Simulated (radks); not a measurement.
Initial-state core-level shifts of the ruthenium ion Ru+ when its valence configuration changes from [Kr] 4d7. All-electron calculation, Dirac Kohn-Sham, PBE, spin-unpolarised, spherical densities, finite nucleus; open shells are shared between the two j in proportion to 2j + 1; Fermi nuclear charge, rms radius 4.4809 fm. Program: a radial shooting solver on a logarithmic mesh with Libxc functionals. Shifts are changes of the shell-averaged eigenvalues in eV (positive: less bound); the change of the density at the nucleus, which sets a Mossbauer isomer shift, is in e/bohr^3, on a base of 1.101e+05.

4d6 5s1: 1s -3.906; 2p -4.139; 3d -4.103; 4p -3.599; density at nucleus +20.64
4d5 5s1 5p1: 1s -9.634; 2p -10.123; 3d -10.021; 4p -8.803; density at nucleus +26.71
4d5 5s2: 1s -8.301; 2p -8.821; 3d -8.706; 4p -7.494; density at nucleus +46.38
4d5 5p2: 1s -10.911; 2p -11.368; 3d -11.282; 4p -10.056; density at nucleus +5.75
4d5 5s1.5 5p0.5: 1s -8.975; 2p -9.479; 3d -9.371; 4p -8.156; density at nucleus +36.72
4d6.5 5s0.5: 1s -1.887; 2p -1.998; 3d -1.984; 4p -1.756; density at nucleus +9.71
4d6.5 5p0.5: 1s -2.573; 2p -2.661; 3d -2.655; 4p -2.445; density at nucleus +1.04
4d6 5s0.5 5p0.5: 1s -4.590; 2p -4.803; 3d -4.774; 4p -4.280; density at nucleus +11.67
4d6 5p1: 1s -5.258; 2p -5.451; 3d -5.430; 4p -4.946; density at nucleus +2.35
